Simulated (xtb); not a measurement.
Harmonic IR lines of one isomer of C$_{2}$H$_{4}$B$_{2}$, unscaled. All values below come from GFN2-xTB run with xtb.

wavenumber (cm⁻¹): 636 (m), 702 (w), 778 (m), 794 (s), 812 (s), 1024 (m), 1156 (m), 2609 (vs), 2639 (vs), 2812 (vs), 3156 (m)

Question: Name which structure gives these lines.
A) `B1=BCC1`
B) `BBC#C`
C) `CC1=BB1`
D) `BC1=CB1`

Answer: D, `BC1=CB1`
